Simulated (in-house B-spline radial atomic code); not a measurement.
What moves the levels of neutral europium ([Xe] 4f7 6s2)? Computed with a radial B-spline atomic code at the basis-set limit: Dirac-Hartree-Fock, average of the jj configuration, Fermi nucleus of rms radius 4.9762 fm.

Baseline run (computed): total energy -10846.6888 hartree, 1s1/2 at -1793.521 hartree, 6s1/2 at -4.9217 eV with <r> = 4.592 bohr.

Changing the nucleus:

```tsv
nucleus	ΔE (eV)
Fermi nucleus of rms radius 4.9779 fm, A = 138	0.012
Fermi nucleus of rms radius 4.976 fm, A = 139	-0.00142
Fermi nucleus of rms radius 4.9695 fm, A = 140	-0.0474
Fermi nucleus of rms radius 4.9697 fm, A = 141	-0.046
Fermi nucleus of rms radius 4.9607 fm, A = 142	-0.11
Fermi nucleus of rms radius 4.9636 fm, A = 143	-0.0891
Fermi nucleus of rms radius 4.9612 fm, A = 144	-0.106
Fermi nucleus of rms radius 4.9663 fm, A = 145	-0.0701
Fermi nucleus of rms radius 4.9789 fm, A = 146	0.0191
Fermi nucleus of rms radius 4.9938 fm, A = 147	0.125
Fermi nucleus of rms radius 5.0045 fm, A = 148	0.201
Fermi nucleus of rms radius 5.0202 fm, A = 149	0.313
Fermi nucleus of rms radius 5.0296 fm, A = 150	0.38
Fermi nucleus of rms radius 5.0522 fm, A = 151	0.541
Fermi nucleus of rms radius 5.1064 fm, A = 152	0.931
Fermi nucleus of rms radius 5.1115 fm, A = 153	0.968
Fermi nucleus of rms radius 5.1239 fm, A = 154	1.06
Fermi nucleus of rms radius 5.1221 fm, A = 155	1.04
Fermi nucleus of rms radius 5.1264 fm, A = 156	1.08
Fermi nucleus of rms radius 5.1351 fm, A = 157	1.14
Fermi nucleus of rms radius 5.1413 fm, A = 158	1.18
Fermi nucleus of rms radius 5.1498 fm, A = 159	1.25
```

A larger nucleus binds the electrons less, roughly as the density at the nucleus times the change of the nuclear <r²>. The reference is A = 137.
